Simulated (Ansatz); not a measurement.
A nudged elastic band was laid between two geometries of CH8BNO (12 atoms, charge 0, multiplicity 1).

These are results of RKS B3LYP/6-31G* in Ansatz 0.2.0, not measurements.

```
movable images  : 7
climbing image  : yes
spring          : 5.0 eV/Å²
optimiser       : quadratic models (default)
start path      : through a guess of the saddle point
force threshold : 0.05 eV/Å
iteration limit : 60
end points      : relaxed
```

First end point:

```xyz
12
Properties=species:S:1:pos:R:3
B -0.017 0.209 -0.027
H 0.502 -0.512 0.810
H 0.733 0.592 -0.904
O -1.316 -0.176 -0.505
H -1.666 -0.900 0.028
N -0.286 1.661 0.841
H -0.790 2.273 0.197
C 0.935 2.322 1.352
H 1.440 1.630 2.029
H 1.594 2.519 0.505
H 0.711 3.257 1.875
H -0.935 1.461 1.603
```

Last end point:

```xyz
12
Properties=species:S:1:pos:R:3
B -0.095 0.526 -0.442
H -0.862 0.296 3.547
H 0.947 -0.010 -0.713
O -1.301 0.037 -0.896
H -1.179 -0.761 -1.424
N -0.096 1.681 0.358
H -0.985 2.124 0.560
C 1.065 2.368 0.892
H 1.966 1.811 0.620
H 1.163 3.386 0.489
H 1.030 2.441 1.988
H -0.747 0.437 2.825
```

Question: What changes between the two ends?

Answer: Bonds broken: B1–H2, N6–H12. Bonds formed: H2–H12. CH8BNO becomes CH6BNO + H2.

Question: Give the energies along the band, and the barrier.

Answer: The run converged. The highest image is number 4 of 0 to 8, 1.70 eV above the first end and 2.22 eV above the last; the last end lies 0.52 eV below the first. Neighbouring images differ by up to 1.8 eV, so the band resolves the path poorly. A vibrational analysis at the climbing image gives one clearly imaginary mode, 1573i cm⁻¹: a first-order saddle point. The orbitals stay closed-shell, which can raise the energy where a bond breaks towards radicals; this wasn't checked here.

```csv
image,path coordinate (Å),energy (eV),B1–H2 (Å),N6–H12 (Å),H2–H12 (Å)
0,0.00,0.00,1.22,1.02,2.57
1,1.13,0.03,1.22,1.02,2.44
2,2.26,0.07,1.22,1.02,2.38
3,3.40,0.11,1.23,1.02,2.23
4,4.53,1.70,1.47,1.34,1.02
5,5.54,-0.11,2.39,2.18,0.75
6,6.54,-0.47,3.19,2.78,0.74
7,7.55,-0.51,3.79,2.99,0.74
8,8.56,-0.52,4.07,2.84,0.74
```

Question: What is the geometry of the highest image?

Answer: 
```xyz
12
Properties=species:S:1:pos:R:3:forces:R:3
B -0.240 0.301 0.261 0.04 -0.01 0.02
H -0.571 -0.460 1.474 0.00 0.00 0.00
H 0.842 -0.157 -0.002 0.00 0.00 0.00
O -1.310 0.255 -0.635 -0.02 -0.01 -0.02
H -1.261 -0.529 -1.197 0.00 0.01 0.01
N -0.171 1.646 1.064 -0.03 0.02 0.00
H -1.039 2.170 0.979 0.00 0.00 0.00
C 1.023 2.488 1.033 0.02 0.00 0.01
H 1.899 1.877 1.264 -0.01 0.00 0.00
H 1.180 2.945 0.045 0.00 0.00 0.00
H 0.956 3.285 1.781 0.00 0.00 -0.01
H -0.403 0.514 1.738 0.01 0.00 0.00
```

Time of the run: 4 min on 1 thread of Intel(R) Xeon(R) Platinum 8488C (Sapphire Rapids), on a shared host, peak memory 0.17 GiB.
